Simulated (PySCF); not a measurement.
C₅H₅F₄O (doublet state).
Geometry (GFN2-xTB, Å), atoms numbered from 1 in this order:
```xyz
15
C5H5F4O angstrom
C     -2.5274   -1.2182   -1.1705
C     -1.9245   -0.3470   -0.3646
O     -0.6483    0.0355   -0.5986
C     -0.0458    1.0123    0.0878
F     -0.6643    1.4172    1.2309
C      1.4456    1.0033    0.1338
C      2.0209   -0.1298    0.9973
F      3.3623   -0.1482    0.9379
F      1.6956   -0.0092    2.2872
F      1.6022   -1.3363    0.5994
H     -3.5326   -1.5350   -0.9734
H     -2.0199   -1.6309   -2.0231
H     -2.4087    0.0813    0.5038
H      1.8058    1.9449    0.5520
H      1.8347    0.8682   -0.8765
```

The hyperfine couplings belong to this conformer and change with its torsions.

Identity: `C=CO[C](F)CC(F)(F)F` [radical].

Computed, not measured: UKS B3LYP, pcH-1 on C F H O, non-relativistic, mean-field spin-orbit, GIAO (PySCF). The structure is a single GFN2-xTB conformer in the gas phase; no vibrational or solvent corrections. A GFN2-xTB geometry isn't a minimum of the functional, and hyperfine couplings can be far from their values at a DFT geometry. Stability of the SCF solution: not tested.

Principal values of hyperfine tensors in MHz (contact and dipolar terms together), for some of the nuclei:

```tsv
atom	isotope	A1	A2	A3
C4	13C	222.46	223.59	447.59
F5	19F	-3.77	26.42	586.62
C7	13C	77.61	77.98	92.99
O3	17O	-76.52	-3.91	-0.77
H14	1H	12.44	14.21	29.27
H15	1H	10.05	11.66	26.60
C6	13C	12.85	13.44	21.77
C2	13C	-20.62	-7.49	-3.57
```

**Question.** Give the isotropic coupling of each nucleus in MHz and in mT (g = 2.0035), and the anisotropic part.

**Answer.** a_iso is a third of the trace, T = A − a_iso, and a(mT) = a(MHz)/(g × 13.996).

```csv
atom,a_iso (MHz),a_iso (mT),T1,T2,T3
C4,297.88,10.623,-75.42,-74.29,149.71
F5,203.09,7.243,-206.86,-176.67,383.53
C7,82.86,2.955,-5.25,-4.88,10.13
O3,-27.07,-0.965,-49.45,23.16,26.29
H14,18.64,0.665,-6.20,-4.43,10.63
H15,16.10,0.574,-6.05,-4.44,10.49
C6,16.02,0.571,-3.17,-2.58,5.75
C2,-10.56,-0.377,-10.06,3.07,6.99
```

**Question.** What spin density at the nucleus of H15 lies behind its contact coupling (g_N = 5.58569)?

**Answer.** a_FC = 800.24 MHz bohr³ × g_N × ρ(0)/(2S). With a_FC = 16.10 MHz and 2S = 1, ρ(0) = 0.003602 bohr⁻³. In magnitude that is 1.1 % of the 1/π = 0.318 of a free hydrogen atom.

**Question.** F8 (19F, g_N = 5.25774) isn't in the table. Its spin density at the nucleus is 0.008832 bohr⁻³. What is its contact coupling?

**Answer.** By the same relation, a_FC = 37.2 MHz. Its full tensor has the principal values 17.62, 18.52, 75.35 MHz.

**Question.** Which nucleus of the table has the largest anisotropic coupling, and what is its form?

**Answer.** F5: -206.9, -176.7, 383.5 MHz, nearly axial, close to the ratio −1:−1:+2.

**Question.** In a single crystal, with the field along each principal axis of the tensor of C7 in turn, what first-order splitting does this nucleus give (isotropic g, quadrupole terms neglected)?

**Answer.** 2 lines (I = 1/2), spaced by |A_i|/(g × 13.996): 2.77, 2.78, 3.32 mT along the axes of A1, A2 and A3.

The run took 1.8 min wall (grids of density and orbitals included) on one thread, Arm Neoverse V2 (aarch64) (shared host), and the process peaked at 0.97 GiB of memory.
